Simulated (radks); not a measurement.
Results of a calculation; reference values are marked as such.
Spherical quantum dot in the effective-mass picture: electrons in a parabolic well V = omega^2 r^2 / 2 with omega = 1.02, all in effective atomic units (hartree* = m*/eps^2 hartree, bohr* = eps/m* bohr), one dielectric constant everywhere. Level of theory: non-relativistic Kohn-Sham, PBE, spin-polarised, spherical densities (a radial shooting solver with Libxc functionals). Levels are named by radial order and angular momentum (1s, 1p, 1d, 2s, ...), and open shells are averaged over m. Results are scaled to m* = 0.045 and eps = 13.3, for which hartree* = 6.922 meV and bohr* = 15.64 nm. Each electron was tried in the lowest free levels, single moves between levels near the top were tried too, and the lowest total energy was kept; such a search can miss a lower state. At N = 1 the Hartree and exchange-correlation terms need not cancel, so that row can carry a self-interaction error.

N,open shells,2S,E (meV),mu = E(N) - E(N-1) (meV),addition energy mu(N+1) - mu(N) (meV)
1,"1s(up 1, down 0)",1,10.6402,10.640,5.128
2,none,0,26.4079,15.768,9.639
3,"1p(up 1, down 0)",1,51.8145,25.407,3.248
4,"1p(up 2, down 0)",2,80.4695,28.655,3.295
5,"1p(up 3, down 0)",3,112.420,31.950,4.202
6,"1p(up 3, down 1)",2,148.573,36.153,2.954
7,"1p(up 3, down 2)",1,187.680,39.107,3.000
8,none,0,229.786,42.106,7.777
9,"1d(up 1, down 0)",1,279.669,49.883,2.636
10,"1d(up 2, down 0)",2,332.189,52.520,2.630
11,"1d(up 3, down 0)",3,387.338,55.149,2.612
12,"1d(up 4, down 0)",4,445.100,57.762,2.589
13,"1d(up 5, down 0)",5,505.451,60.351,3.308
14,"1d(up 5, down 1)",4,569.110,63.659,2.433
15,"1d(up 5, down 2)",3,635.202,66.092,2.432
16,"1d(up 5, down 3)",2,703.725,68.524,2.421
17,"1d(up 5, down 4)",1,774.670,70.945,2.406
18,none,0,848.021,73.351,3.075
19,"2s(up 1, down 0)",1,924.446,76.425,2.771
20,none,0,1003.64,79.197,5.284
21,"1f(up 1, down 0)",1,1088.12,84.480,2.183
22,"1f(up 2, down 0)",2,1174.79,86.664,2.172
23,"1f(up 3, down 0)",3,1263.62,88.836,2.160
24,"1f(up 4, down 0)",4,1354.62,90.996,-

All shells are closed at N = 2, 8, 18, 20 (there: 1s2 1p6 1d10 2s2); the second difference of the energy has clear peaks (12 % above both neighbours; the first and last values, which can be the largest, are not judged, and half-filled shells can peak too) at N = 2, 5, 8, 13, 20.
